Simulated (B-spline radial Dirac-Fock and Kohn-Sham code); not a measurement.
## f′ and f″ of B, 502.4 eV to 4 keV

These are calculated numbers from a radial finite-basis atomic code; the model is the dispersion relation over Dirac-Hartree-Slater subshell photoionisation cross sections, with the Kissel-Pratt high-energy constant (isolated atom, no bound-bound lines or fine structure). The forward scattering factor is f₀ + f′ + i f″.

Input of the calculation (task.json; shells as n, l, electrons):

```json
{"items": [{
  "Z": 5,
  "q": 0,
  "cfg": [[1, 0, 2], [2, 0, 2], [2, 1, 1]],
  "A": 11,
  "rrms": 2.406,
  "do": "dispersion",
  "hv": [502.4, 536.4, 669.7, 678.0, 889.1, 958.3, 1000.0, 1253.6, 1263.0, 1383.0, 1486.9, 1774.0, 2000.0, 2984.4, 4000.0, 4158.0, 4510.9, 4863.0, 5414.7, 5936.0, 6000.0, 6403.9, 6729.0, 6777.0, 6930.3, 8047.8, 8568.0, 9251.7, 12000.0, 12440.0, 15000.0, 17479.3, 19730.0, 21790.0, 22162.9, 24209.8, 27850.0, 30000.0, 38510.0, 40000.0, 42570.0, 44360.0, 58480.0, 64780.0],
  "edges": {"K": 188.0}
}]}
```

Launch: `python xray2_run.py task.json out`

No edge lies in or near this range.

```tsv
hν (eV)	λ (Å)	f′ (e)	f″ (e)	tabulated f′	tabulated f″
502.4	24.68	0.318	1.027	–	0.99
536.4	23.11	0.324	0.921	–	0.89
669.7	18.51	0.312	0.632	–	0.60
678	18.29	0.310	0.619	–	0.59
889.1	13.94	0.257	0.382	–	0.36
958.3	12.94	0.239	0.334	–	0.32
1000	12.40	0.230	0.308	0.25	0.29
1253.6	9.890	0.180	0.202	0.19	0.19
1263	9.817	0.178	0.199	0.19	0.18
1383	8.965	0.160	0.167	0.17	0.15
1486.9	8.338	0.146	0.146	0.16	0.13
1774	6.989	?	?	?	?
2000	6.199	0.098	0.081	0.10	0.07
2984.4	4.154	0.054	0.036	0.06	0.03
4000	3.100	0.033	0.019	0.03	0.02
```

Q: What are f′ and f″ at 1774 eV?

A: f′ = 0.116 and f″ = 0.103 electrons (tables: 0.12 and 0.09). By the optical theorem f″ corresponds to a photoabsorption cross section 2 rₑ λ f″ = 4050 b.

Tabulated f′: xraylib 4.2 anomalous scattering factors (Cullen et al., EPDL97); f″: Chantler's tables (J. Phys. Chem. Ref. Data 1995 and 2000). Both are theoretical tables.
